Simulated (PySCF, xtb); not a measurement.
ZnH, SMILES [ZnH+] (connectivity only; charge and spin as stated), charge +1, multiplicity 1.

Harmonic wavenumbers (cm⁻¹) from GFN2-xTB in xtb at its own minimum, in rising order: 1573.

What does PBE0-D3(BJ)/def2-TZVPD (PySCF) give at its own minimum? (The exact figures need the calculation; the answer reports its results.)

1907. Paired by order, the mean absolute difference is 334 cm⁻¹ and the zero-point energies are 2.2 and 2.7 kcal/mol.
